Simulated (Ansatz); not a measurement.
A structure relaxed at PBE-D4/def2-SVP in Ansatz, charge 1, doublet:

```xyz
7

W    -0.780    0.040   -0.951
Si   -1.308   -1.744    0.732
Si   -0.546   -1.598    2.935
Si    0.927    1.717    0.067
Si    0.149    1.967   -2.191
Si    1.324   -0.296   -1.909
Si    0.233   -0.086    1.317
```

(1) Give its formula.

(2) Summarise the bond lengths by kind (pairs closer than 1.2 times the sum of covalent radii, bridged metal pairs left out).

## Answers

(1) Si6W⁺.

(2) 6 × Si–Si 2.30 to 2.57 Å; 5 × Si–W 2.34 to 2.60 Å. The metal has 5 neighbours: Si 2.51 Å, Si 2.60 Å, Si 2.47 Å, Si 2.34 Å, Si 2.49 Å.

In the def2 sets W takes a core potential; there is no spin–orbit coupling. Another isomer (doublet) lies 1.65 eV lower at PBE0-D4/def2-TZVP; other spin states weren't run for this one.
